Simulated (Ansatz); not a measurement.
Born–Oppenheimer molecular dynamics of ClH5OW (8 atoms, charge 0, multiplicity 1). It starts from a relaxed structure.

All numbers below come from RHF/def2-SVP in Ansatz 0.2.0.

```json
{
 "ensemble": "NVE (velocity Verlet)",
 "time step": "2 fs",
 "steps asked": "40",
 "starting velocities drawn for": "300 K",
 "seed": "654636"
}
```

First frame:

```xyz
8
Properties=species:S:1:pos:R:3
W 0.112 -0.286 0.180
O -0.330 -0.240 1.995
H -1.069 0.064 2.499
H 1.652 0.386 0.121
H 0.279 1.152 -0.648
H -1.208 0.704 0.112
Cl 0.430 -2.477 -0.536
H -0.775 -0.254 -1.227
```

Q: How far do the bonds stretch over the last three quarters of this one trajectory? (Pairs bonded in most of those frames.)

A: 
| bond | mean (Å) | spread (Å) | shortest | longest |
| --- | --- | --- | --- | --- |
| W1–O2 | 1.869 | 0.009 | 1.85 | 1.88 |
| W1–H4 | 1.688 | 0.013 | 1.67 | 1.71 |
| W1–H5 | 1.675 | 0.014 | 1.65 | 1.70 |
| W1–H6 | 1.658 | 0.037 | 1.60 | 1.72 |
| W1–Cl7 | 2.332 | 0.020 | 2.30 | 2.36 |
| W1–H8 | 1.666 | 0.017 | 1.63 | 1.69 |
| O2–H3 | 0.946 | 0.008 | 0.93 | 0.96 |

Mean temperature of the second half: 144 K. The conserved energy stayed within 1.5 meV per atom of its start (net change 0.48 meV per atom), so the integration is sound. Over the second half the temperature averaged 0.48 of the 300 K drawn at the start: a run that starts near a minimum puts about half its kinetic energy into the potential. A step of 2 fs is long for free X–H stretches (periods near 10 fs) and can bias their spread and the temperature. A run of 0.08 ps of so small a system gives no equilibrium averages.

Time of the run: 79 s on 1 thread of Arm Neoverse V1, with other jobs on the host, peak memory 0.15 GiB.
